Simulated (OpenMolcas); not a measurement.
## Cr4+, Mo4+, W4+: d² down the group

| Property | Result |
| --- | --- |
| Program | OpenMolcas 26.06 |
| Method | SS-CASPT2, IPEA 0.25 Eh, imaginary shift 0.1 Eh |
| Basis | ANO-RCC-VQZP |
| Scalar Hamiltonian | DKH2, point nucleus |
| Spin-orbit coupling | state interaction with AMFI integrals over the reference wave functions, term energies averaged over their components |

Active space for each ion: 2 electrons in 5 orbitals (d); closed shells correlated by CASPT2: Cr4+ 3s 3p; Mo4+ 4s 4p; W4+ 5s 5p.

Computed levels in cm-1 above ³F₂:

```tsv
Level	Cr4+	Mo4+	W4+
³F₃	505	1503	6390
³F₄	1148	3200	11720
¹D₂	12990	9830	13840
³P₀	16260	11750	13470
³P₁	16440	12370	17120
³P₂	16820	13710	23210
¹G₄	22400	16530	22940
¹S₀	51680	37790	43840
weight of ³F in the lowest level (%)	100	98	89
```

Mixed levels, with the weight of the term that names them: W4+ ¹D₂ (60 %), W4+ ³P₂ (69 %).

Measured, with the error of the calculation in %. Measured levels: Cr4+ from Sugar and Corliss, J. Phys. Chem. Ref. Data 6, 317 (1977); Mo4+ from Sugar and Musgrove, J. Phys. Chem. Ref. Data 17, 155 (1988); W4+ from the list in J. Phys. B 45, 065001 (2012).

```tsv
Level	Cr4+	Mo4+	W4+
³F₃	508 (-0.7)	1578 (-4.8)	
³F₄	1142 (+0.5)	3357 (-4.6)	11519 (+1.7)
¹D₂	13188 (-1.5)	10190 (-3.6)	13742 (+0.7)
³P₀	15492 (+5.0)	11161 (+5.3)	12839 (+4.9)
³P₁	15677 (+4.9)	11807 (+4.7)	16331 (+4.8)
³P₂	16041 (+4.9)	13408 (+2.3)	22615 (+2.6)
¹G₄	22019 (+1.8)	16354 (+1.1)	22346 (+2.6)
¹S₀	51146 (+1.0)	37738 (+0.1)	43110 (+1.7)
```

The fine-structure level ³F₄ changes by a factor of 10.2 from Cr4+ to W4+.

Without spin-orbit coupling ¹D lies 12360, 8160, 7150 cm-1 above ³F in that order; the difference to the level ¹D₂, of either sign, comes from spin-orbit coupling, which also lowers the zero.

CASPT2 does not keep the components of a term degenerate, so their means are used; among the terms shown or strongly mixed into the levels shown the widest spread is 930 cm-1 (3d² ¹G, Cr4+). Measured partners are found by configuration, term and J. A level has none where our copy of the source lacks it or the pairing is in doubt (some pairs that miss far off the trend of their configuration count as doubtful), and it then counts in no deviation. Only configurations of the active space appear.
